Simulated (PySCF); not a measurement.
3-ethylthiophene, C6H8S.
Z-matrix (Å and degrees, PBE0-D3(BJ)/def2-SVP geometry), rows numbered from 1:
```
C 
C   1  1.5264
C   2  1.5012  1  113.03
C   3  1.4309  2  124.02  1    73.84
C   4  1.3686  3  113.14  2  -178.13
S   5  1.7169  4  111.49  3     0.06
C   3  1.3735  2  124.72  1  -103.91
H   1  1.1010  2  111.22  3   -58.76
H   1  1.1005  2  110.92  3    60.65
H   1  1.1009  2  111.22  3  -178.96
H   2  1.1031  1  109.45  3   121.75
H   2  1.1013  1  109.78  3  -122.18
H   4  1.0917  3  123.64  2     2.24
H   5  1.0891  4  128.21  3  -179.51
H   7  1.0896  3  127.46  2    -2.10
```

Method: PBE0-D3(BJ)/def2-SVP geometry optimisation, gas phase in PySCF.

Take the most abundant isotopes and a rigid rotor. The values belong to one conformer with, in the numbering `[CH3:1][CH2:2][c:3]1[cH:4][cH:5][s:6][cH:7]1`, C1–C2–C3–C4 74°.

Question: Give the principal moments of inertia and the rotational constants in cm⁻¹.

Answer: Ia = 90.93, Ib = 361.12, Ic = 415.08 u·Å²; 505379 MHz·u·Å²/I gives 5558, 1399 and 1218 MHz, that is A = 0.18539, B = 0.04668, C = 0.04061 cm⁻¹.

Question: What kind of rotor is it?

Answer: A near-prolate asymmetric top. Ray's parameter κ = (2B − A − C)/(A − C) = -0.916; −1 is the prolate and +1 the oblate limit.

Question: What does the inertial defect say?

Answer: Not planar: Δ = Ic − Ia − Ib = -36.97 u·Å². For a rigid frame Δ = −2 Σ m c², so Σ m c² = 18.49 u·Å² lies off the ab plane: 6.47 from hydrogen and 12.02 from heavier atoms. The atom farthest from that plane is 1.51 Å away.

Question: Give the coordinates in the principal-axis frame, origin at the centre of mass.

Answer: The sense of each axis is arbitrary; atoms in the order of the calculation.
| atom | mass (u) | a (Å) | b (Å) | c (Å) |
| --- | --- | --- | --- | --- |
| C1 | 12.000 | -2.934 | -0.001 | 0.675 |
| C2 | 12.000 | -2.077 | 0.277 | -0.557 |
| C3 | 12.000 | -0.612 | 0.052 | -0.316 |
| C4 | 12.000 | -0.009 | -1.240 | -0.201 |
| C5 | 12.000 | 1.334 | -1.186 | 0.057 |
| S6 | 31.972 | 1.889 | 0.435 | 0.166 |
| C7 | 12.000 | 0.314 | 1.051 | -0.136 |
| H8 | 1.008 | -2.808 | -1.038 | 1.022 |
| H9 | 1.008 | -2.651 | 0.661 | 1.508 |
| H10 | 1.008 | -4.002 | 0.155 | 0.461 |
| H11 | 1.008 | -2.408 | -0.367 | -1.388 |
| H12 | 1.008 | -2.233 | 1.314 | -0.893 |
| H13 | 1.008 | -0.559 | -2.176 | -0.313 |
| H14 | 1.008 | 2.030 | -2.014 | 0.183 |
| H15 | 1.008 | 0.143 | 2.127 | -0.169 |

Question: Where do the levels up to J = 5 lie, in cm⁻¹?

Answer: Above 0(0,0):
J = 1: 1(0,1) 0.0873, 1(1,1) 0.2260, 1(1,0) 0.2321
J = 2: 2(0,2) 0.2617, 2(1,2) 0.3945, 2(1,1) 0.4127, 2(2,1) 0.8288, 2(2,0) 0.8290
J = 3: 3(0,3) 0.5228, 3(1,3) 0.6472, 3(1,2) 0.6836, 3(2,2) 1.0907, 3(2,1) 1.0917, 3(3,1) 1.7996, 3(3,0) 1.7996
J = 4: 4(0,4) 0.8700, 4(1,4) 0.9839, 4(1,3) 1.0445, 4(2,3) 1.4398, 4(2,2) 1.4427, 4(3,2) 2.1491, 4(3,1) 2.1491, 4(4,1) 3.1409, 4(4,0) 3.1409
J = 5: 5(0,5) 1.3027, 5(1,5) 1.4043, 5(1,4) 1.4953, 5(2,4) 1.8758, 5(2,3) 1.8825, 5(3,3) 2.5862, 5(3,2) 2.5863, 5(4,2) 3.5779, 5(4,1) 3.5779, 5(5,1) 4.8531, 5(5,0) 4.8531
The levels of one J sum to (2J + 1)J(J + 1)(A + B + C)/3.

Question: Which types of transition are allowed, and where do some lines up to J = 3 fall?

Answer: The dipole components are |μa| = 0.79 D, |μb| = 0.23 D, |μc| = 0.08 D. The squared components, which scale the intensities, stand as 1.00 : 0.08 : 0.01 (a : b : c). Some lines, for components of 0.1 D or more:

```
type  branch         J(Ka,Kc)    MHz  lower level (cm⁻¹)
   b       R  2(0,2) ← 1(1,1)   1070               0.226
   b       R  3(0,3) ← 2(1,2)   3846               0.395
   b       Q  1(1,0) ← 1(0,1)   4340               0.087
   b       Q  3(1,2) ← 3(0,3)   4820               0.523
   a       R  2(1,2) ← 1(1,1)   5052               0.226
   a       R  3(1,3) ← 2(1,2)   7575               0.395
   a       R  3(2,2) ← 2(2,1)   7851               0.829
   a       R  3(2,1) ← 2(2,0)   7874               0.829
   b       R  2(1,2) ← 1(0,1)   9210               0.087
   b       Q  3(2,1) ← 3(1,2)  12235               0.684
   b       Q  3(2,2) ← 3(1,3)  13297               0.647
   b       R  2(2,0) ← 1(1,1)  18079               0.226
   b       R  3(2,2) ← 2(1,1)  20326               0.413
   b       R  3(2,1) ← 2(1,2)  20901               0.395
   b       Q  3(3,0) ← 3(2,1)  21221               1.092
   b       Q  3(3,1) ← 3(2,2)  21250               1.091
   b       R  3(3,0) ← 2(2,1)  29101               0.829
```

No PBE0-D3(BJ)/def2-SVP frequencies stand behind this structure, so it isn't proved a minimum. These are rigid-rotor constants of the computed structure; measured ground-state constants (B0) also hold zero-point vibration. A rigid rotor knows nothing of internal rotation, which can split or shift real lines.
